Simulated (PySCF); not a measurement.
# [Sm(H2O)]2+ at several levels of theory

Computed with PySCF 2.14.0 (density fitting, no spin-orbit coupling) at the geometry relaxed with PBE:

```xyz
4
[Sm(H2O)]2+ (singlet in the valence; each metal's 4f electrons, 6 of them, lie in its core potential, out of spins and levels)
Sm    0.0000    0.0000   -0.1387
O     0.0000    0.0000    2.3029
H     0.7731    0.0000    2.9168
H    -0.7731    0.0000    2.9168
```

```json
{"level": "PBE", "basis": "Sm lcecp-0-SVP with ECP52, O def2-SVP, H def2-SVP", "state": "singlet", "HOMO (eV)": "–", "gap (eV)": "–", "charge on Sm1 (e)": "1.74", "population of f-type functions on Sm1 (polarisation alone where 4f lies in the core)": "0.01", "dipole about the centre of mass (D)": "2.05", "largest force component (eV/Å)": "0.00"}
{"level": "M06-L", "basis": "the same", "state": "singlet", "HOMO (eV)": "–", "gap (eV)": "–", "charge on Sm1 (e)": "1.79", "population of f-type functions on Sm1 (polarisation alone where 4f lies in the core)": "0.01", "dipole about the centre of mass (D)": "1.77", "largest force component (eV/Å)": "0.68"}
{"level": "wB97X", "basis": "the same", "state": "singlet", "HOMO (eV)": "–", "gap (eV)": "–", "charge on Sm1 (e)": "1.79", "population of f-type functions on Sm1 (polarisation alone where 4f lies in the core)": "0.01", "dipole about the centre of mass (D)": "1.76", "largest force component (eV/Å)": "0.70"}
{"level": "revPBE", "basis": "the same", "state": "singlet", "HOMO (eV)": "–", "gap (eV)": "–", "charge on Sm1 (e)": "1.74", "population of f-type functions on Sm1 (polarisation alone where 4f lies in the core)": "0.01", "dipole about the centre of mass (D)": "2.00", "largest force component (eV/Å)": "0.14"}
{"level": "PBE", "basis": "Sm lcecp-0-TZVP with ECP52, O def2-TZVP, H def2-TZVP", "state": "singlet", "HOMO (eV)": "–", "gap (eV)": "–", "charge on Sm1 (e)": "1.84", "population of f-type functions on Sm1 (polarisation alone where 4f lies in the core)": "0.01", "dipole about the centre of mass (D)": "2.02", "largest force component (eV/Å)": "0.31"}
```

In the lcecp rows the 4f levels are missing from HOMO and gap, and the state counts the valence alone.

Charges are Mulliken's, which hang on the basis. The relaxation used the grid (50, 194), these runs (75, 302) or, all-electron (x2c bases, spin-free X2C Hamiltonian), (99, 590).

(1) What does B3LYP with Sm lcecp-0-SVP with ECP52, O def2-SVP, H def2-SVP give here?

An lcecp potential fixes the number of 4f electrons, so in runs with it no electron can move into or out of that shell.

Answers

(1) state singlet, charge on Sm1 (e) 1.76, population of f-type functions on Sm1 (polarisation alone where 4f lies in the core) 0.01, dipole about the centre of mass (D) 1.92, largest force component (eV/Å) 0.48. Time: 1.2 s on 2 threads of Arm Neoverse V2 (shared host), from an already converged density.
